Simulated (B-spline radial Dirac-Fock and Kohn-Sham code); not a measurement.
Internal conversion coefficients of Nd at 83.8 keV

Z = 60 (neodymium), transition energy 83.8 keV. Method: a Dirac-Hartree-Slater potential of the neutral atom with a Latter tail (no hole, which puts coefficients of high multipoles low close above an edge), finite nucleus with surface currents. Computed with a B-spline atomic structure program. Subshells that would emit electrons below 1 keV are left out.

Input file task.json (cfg lists n, l and occupation; rrms is the nuclear radius in fm):

```json
{"items": [{
  "Z": 60,
  "q": 0,
  "cfg": [[1, 0, 2], [2, 0, 2], [2, 1, 6], [3, 0, 2], [3, 1, 6], [3, 2, 10], [4, 0, 2], [4, 1, 6], [4, 2, 10], [4, 3, 4], [5, 0, 2], [5, 1, 6], [6, 0, 2]],
  "A": 142,
  "rrms": 4.9123,
  "do": "conversion",
  "gamma": [83.8],
  "edges": {"K": 43569.0, "L1": 7126.0, "L2": 6722.0, "L3": 6208.0, "M1": 1575.0, "M2": 1403.0, "M3": 1297.0, "M4": 1003.3, "M5": 980.4, "N1": 319.2, "N2": 243.3, "N3": 224.6, "N4": 120.5, "N5": 120.5}
}]}
```

Run with: `python xray2_run.py task.json out`

| subshell | electron energy (keV) | E2 | E3 | E4 | M3 | M5 |
| --- | --- | --- | --- | --- | --- | --- |
| K | 40.23 | 1.94 | 8.27 | 34.0 | 126 | 3790 |
| L1 | 76.67 | 0.172 | 0.704 | 7.76 | 45.8 | 5590 |
| L2 | 77.08 | 0.748 | 27.4 | 592 | 7.65 | 1550 |
| L3 | 77.59 | 0.836 | 27.9 | 576 | 48.0 | 24300 |
| M1 | 82.22 | 0.0355 | 0.164 | 2.20 | 11.0 | 1560 |
| M2 | 82.40 | 0.170 | 6.46 | 145 | 1.87 | 412 |
| M3 | 82.50 | 0.194 | 6.64 | 141 | 12.0 | 6940 |
| M4 | 82.80 | 0.00164 | 0.127 | 11.9 | 0.161 | 171 |
| M5 | 82.82 | 0.00167 | 0.164 | 12.9 | 0.0981 | 579 |
| total |  | 4.21 | 81.3 | 1600 | 259 | 47500 |

Task: For a pure M5 transition, what fraction of decays emits a photon?

Result: 1/(1 + α) = 2.10e-05 with the total α = 47500; the total includes the outer subshells that are not listed.
